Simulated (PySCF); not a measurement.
The dipole of `CC#C[C@@H]1[SiH2]C[Si@@H]1CC` from its density and from atomic charges.

Coordinates (GFN2-xTB, Å) and charges (e) from the PBE0/pcSseg-1 density (PySCF):

```csv
atom,x,y,z,Mulliken,IAO,Hirshfeld,ESP-fitted
C1,2.468,0.068,2.604,-0.1898,-0.4304,-0.1016,-0.5316
C2,1.764,-0.437,1.441,-0.3662,-0.1001,-0.0728,+0.1748
C3,1.177,-0.865,0.485,+0.1338,-0.0692,-0.0725,-0.3915
C4,0.463,-1.318,-0.672,-0.8512,-0.6630,-0.1883,-0.1748
Si5,1.097,-0.676,-2.384,+0.6998,+0.7770,+0.3528,+0.5117
C6,-0.696,-0.111,-2.751,-0.8329,-0.8377,-0.2602,-0.6497
Si7,-1.289,-0.545,-0.977,+0.8858,+0.9183,+0.3814,+0.4655
C8,-1.639,0.976,0.102,-0.5618,-0.5316,-0.1538,-0.0176
C9,-1.886,0.604,1.558,-0.3005,-0.4101,-0.1199,-0.2206
H10,1.811,0.713,3.190,+0.1381,+0.1625,+0.0541,+0.1716
H11,2.802,-0.757,3.234,+0.1418,+0.1660,+0.0553,+0.1690
H12,3.339,0.647,2.295,+0.1406,+0.1648,+0.0544,+0.1681
H13,0.421,-2.409,-0.649,+0.1839,+0.1750,+0.0445,+0.1249
H14,2.059,0.421,-2.279,-0.0677,-0.1134,-0.0723,-0.0931
H15,1.619,-1.727,-3.263,-0.0784,-0.1193,-0.0759,-0.1193
H16,-0.803,0.931,-3.038,+0.1625,+0.1596,+0.0341,+0.1432
H17,-1.184,-0.698,-3.523,+0.1647,+0.1618,+0.0345,+0.1626
H18,-2.399,-1.509,-0.900,-0.0638,-0.1256,-0.0785,-0.1189
H19,-0.789,1.659,0.051,+0.1472,+0.1492,+0.0392,+0.0393
H20,-2.502,1.519,-0.285,+0.1406,+0.1456,+0.0388,+0.0133
H21,-1.019,0.086,1.962,+0.1454,+0.1468,+0.0316,+0.0619
H22,-2.071,1.490,2.163,+0.1153,+0.1396,+0.0393,+0.0572
H23,-2.747,-0.055,1.645,+0.1127,+0.1342,+0.0363,+0.0541
```

Task: Compute μ = Σ q r for each scheme (1 e·Å = 4.803 D) and compare with the dipole of the full density.

Result: The full density gives (-0.43, 0.58, -0.05) D, 0.73 D in size; dipole vectors point from the negative to the positive end.

```
    scheme     μx     μy     μz  size (D)  share of the full size (%)  angle to the full dipole (°)
  Mulliken  -0.32   0.36   0.14      0.50                          69                            21
       IAO  -0.39  -0.05  -0.91      0.99                         136                            75
 Hirshfeld  -0.18   0.15  -0.36      0.43                          59                            55
ESP-fitted  -0.43   0.58  -0.03      0.72                          99                             2
```

Task: Which set comes closest?

Result: Length of the difference vector: ESP-fitted 0.02 D, Mulliken 0.32 D, Hirshfeld 0.59 D, IAO 1.07 D. Closest: ESP-fitted. The schemes that divide the density aren't constrained to reproduce the dipole.

Task: What is left for the Hirshfeld atoms' own dipoles?

Result: The Hirshfeld atoms' densities add up to the full density, so μ = Σ q r + Σ (atomic dipoles). The atomic dipoles sum to (-0.43, 0.58, -0.05) − (-0.18, 0.15, -0.36) = (-0.25, 0.43, 0.31) D, 0.59 D in size.

Task: With the origin at the mean of the coordinates, (0.000, -0.087, 0.000) Å, which are the largest single terms, by size, of the ESP-fitted dipole along the direction of the full one?

Result: C1 +3.92, C3 +2.56, Si5 -2.34, H11 -1.98, C6 -1.86 D; all 23 atoms together +0.72 D. The single terms depend on the origin, their sum doesn't.

Task: Give the size of the full dipole in other units.

Result: 0.73 D = 0.286 au = 0.152 e·Å = 2.43 × 10⁻³⁰ C·m.

Geometry: GFN2-xTB, one conformer, isolated molecule.

The run behind these numbers computed NMR shieldings as well. The run took 1.8 min of wall time on an Arm Neoverse N1 with one thread (shared host), and the process peaked at 1.1 GiB of memory.

The values belong to the conformer `[CH3:1][C:2]#[C:3][C@@H:4]1[SiH2:5][CH2:6][Si@@H:7]1[CH2:8][CH3:9]`: C6–Si7–C8–C9 -171°.
